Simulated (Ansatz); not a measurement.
Question: Predict a relaxed structure of `Cc1cc(-c2sc(-c3sc(-c4sc(N(C)C)cc4C)cc3C)cc2C)sc1C#N`, charge 0, singlet, at PBE-D4/def2-SVP (Ansatz).

Answer: 
Cartesian coordinates in Å:
```
C 0.146 5.202 7.198
C 0.506 4.287 6.065
C -0.400 3.399 5.426
C 0.160 2.652 4.383
C -0.450 1.673 3.518
S 0.312 1.274 1.987
C -0.922 0.094 1.590
C -0.853 -0.633 0.349
S 0.178 -0.036 -0.942
C -0.224 -1.382 -1.996
C 0.334 -1.531 -3.311
S -0.101 -2.973 -4.237
C 0.879 -2.466 -5.601
N 0.924 -3.223 -6.747
C 0.408 -4.577 -6.729
C 1.878 -2.845 -7.770
C 1.524 -1.259 -5.326
C 1.214 -0.722 -4.044
C 1.789 0.573 -3.545
C -1.132 -2.225 -1.345
C -1.494 -1.824 -0.035
C -2.434 -2.610 0.833
C -1.866 0.034 2.621
C -1.614 0.911 3.709
C -2.499 0.984 4.921
S 1.859 3.042 4.196
C 1.785 4.215 5.496
C 2.928 4.958 5.865
N 3.875 5.583 6.183
H 1.009 5.820 7.511
H -0.681 5.884 6.910
H -0.201 4.624 8.080
H -1.460 3.340 5.698
H -0.603 -4.593 -6.268
H 0.308 -4.948 -7.767
H 1.054 -5.288 -6.160
H 1.699 -3.450 -8.678
H 2.938 -2.990 -7.451
H 1.748 -1.777 -8.042
H 2.209 -0.764 -6.025
H 2.405 0.427 -2.632
H 2.432 1.042 -4.314
H 0.994 1.301 -3.277
H -1.528 -3.136 -1.817
H -2.609 -3.618 0.411
H -3.424 -2.114 0.925
H -2.035 -2.731 1.861
H -2.748 -0.616 2.585
H -3.141 1.891 4.910
H -3.172 0.106 4.969
H -1.907 1.015 5.858
```
 This is one stationary point.

Single mean-field runs in def2-SVP are fitted with def2-universal-jkfit.
